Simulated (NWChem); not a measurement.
System: Si2H3O2Cl; SMILES [SiH]1(O[SiH2]O1)Cl

NWChem input:

```
start job
memory heap 200 mb stack 900 mb global 1100 mb
geometry units angstroms noautoz
  Cl    -0.341354     2.142582     0.000000
  Si     0.676859     0.371544     0.000000
  O      0.154152    -0.697832    -1.193195
  Si    -0.389375    -1.783433     0.000000
  O      0.154152    -0.697832     1.193195
  H      2.122355     0.666079     0.000000
  H      0.346704    -3.072560     0.000000
  H     -1.859251    -1.988854     0.000000
end
basis spherical
  Cl library def2-svp
  Si library def2-svp
  O library def2-svp
  H library def2-svp
end
dft
  xc hfexch
  iterations 150
  mulliken
end
task dft energy
```

NWChem printed, in part:

```
             Northwest Computational Chemistry Package (NWChem) 7.3.0
             --------------------------------------------------------

 CS  symmetry detected

                             Geometry "geometry" -> ""
                             -------------------------

 Output coordinates in angstroms (scale by  1.889725989 to convert to a.u.)

  No.       Tag          Charge          X              Y              Z
 ---- ---------------- ---------- -------------- -------------- --------------
    1 Cl                  17.0000    -0.37351596    -2.12338883     0.00000000
    2 Si                  14.0000     0.65458552    -0.35807281     0.00000000
    3 O                    8.0000     0.13786710     0.71420967    -1.19319500
    4 Si                  14.0000    -0.39958025     1.80283333     0.00000000
    5 O                    8.0000     0.13786710     0.71420967     1.19319500
    6 H                    1.0000     2.09841175    -0.66068704     0.00000000
    7 H                    1.0000     0.34369659     3.08782370     0.00000000
    8 H                    1.0000    -1.86828446     2.01647130     0.00000000

 Effective nuclear repulsion energy (a.u.)     375.3962328040

      Symmetry information
      --------------------

 Group name             Cs
 Group number              2
 Group order               2
 No. of unique centers     7

  xc_inp: hfexch multiplicative factor not found.

                                 NWChem DFT Module
                                 -----------------

 Summary of "ao basis" -> "ao basis" (spherical)
 ------------------------------------------------------------------------------
       Tag                 Description            Shells   Functions and Types
 ---------------- ------------------------------  ------  ---------------------
 Cl                         def2-svp                 8       18   4s3p1d
 Si                         def2-svp                 8       18   4s3p1d
 O                          def2-svp                 6       14   3s2p1d
 H                          def2-svp                 3        5   2s1p

      Symmetry analysis of basis
      --------------------------

        a'         65
        a"         32

            General Information
            -------------------
          SCF calculation type: DFT
          Wavefunction type:  closed shell.
          No. of atoms     :     8
          No. of electrons :    64
           Alpha electrons :    32
            Beta electrons :    32
          Charge           :     0
          Spin multiplicity:     1
          Use of symmetry is: on ; symmetry adaption is: on
          Maximum number of iterations: 150
          AO basis - number of functions:    97
                     number of shells:    45
          Convergence on energy requested:  1.00D-06
          Convergence on density requested:  1.00D-05
          Convergence on gradient requested:  5.00D-04

              XC Information
              --------------
                     Hartree-Fock (Exact) Exchange  1.000

      Superposition of Atomic Density Guess
      -------------------------------------

 Sum of atomic energies:       -1187.68075264

      Non-variational initial energy
      ------------------------------

 Total energy =   -1189.364897
 1-e energy   =   -2391.796028
 2-e energy   =     827.034898
 HOMO         =      -0.383483
 LUMO         =       0.030793

      Symmetry analysis of molecular orbitals - initial
      -------------------------------------------------

  Numbering of irreducible representations:

     1 a'          2 a"

  Orbital symmetries:

     1 a'          2 a'          3 a'          4 a'          5 a"
     6 a'          7 a'          8 a'          9 a"         10 a'
    11 a'         12 a'         13 a'         14 a'         15 a"
    16 a'         17 a"         18 a'         19 a"         20 a'
    21 a'         22 a'         23 a"         24 a'         25 a'
    26 a'         27 a"         28 a"         29 a'         30 a"
    31 a'         32 a'         33 a"         34 a'         35 a'
    36 a"         37 a'         38 a'         39 a'         40 a'
    41 a'         42 a'

     ---------------------------------------------
      Total Density - Mulliken Population Analysis
     ---------------------------------------------

    Atom       Charge   Shell Charges
 -----------   ------   -------------------------------------------------------
    1 Cl  17    17.37   2.00  1.99  1.22  0.72  5.94  2.15  3.34  0.01
    2 Si  14    12.64   2.00  1.99  0.87  0.13  5.93  0.85  0.56  0.32
    3 O    8     8.95   1.99  1.12  0.71  3.10  2.03  0.01
    4 Si  14    12.88   2.00  1.99  0.92  0.21  5.93  0.91  0.66  0.26
    5 O    8     8.95   1.99  1.12  0.71  3.10  2.03  0.01
    6 H    1     1.05   0.68  0.36  0.01
    7 H    1     1.08   0.70  0.37  0.01
    8 H    1     1.08   0.69  0.37  0.01

   convergence    iter        energy       DeltaE   RMS-Dens  Diis-err
 ---------------- ----- ----------------- --------- --------- ---------
 d= 0,ls=0.0,diis     1  -1188.4646221843 -1.56D+03  8.88D-03  9.93D-01
 d= 0,ls=0.0,diis     2  -1188.5491096216 -8.45D-02  3.41D-03  3.65D-01
 d= 0,ls=0.0,diis     3  -1188.5842757681 -3.52D-02  8.16D-04  4.82D-03
 d= 0,ls=0.0,diis     4  -1188.5851472935 -8.72D-04  1.93D-04  2.65D-04
 d= 0,ls=0.0,diis     5  -1188.5851946092 -4.73D-05  4.50D-05  1.10D-05
  Resetting Diis
 d= 0,ls=0.0,diis     6  -1188.5851973256 -2.72D-06  1.41D-05  8.31D-07
 d= 0,ls=0.0,diis     7  -1188.5851975870 -2.61D-07  3.26D-06  5.72D-08

         Total DFT energy =    -1188.585197587050
      One electron energy =    -2393.316563822515
           Coulomb energy =      915.414530791881
    Exchange-Corr. energy =      -86.079397360382
 Nuclear repulsion energy =      375.396232803966

 Numeric. integr. density =        0.000000000000

                  Occupations of the irreducible representations
                  ----------------------------------------------

[...]
```

Level: Hartree-Fock/def2-SVP. All runs use the structure optimised with PBE0/def2-SVP.
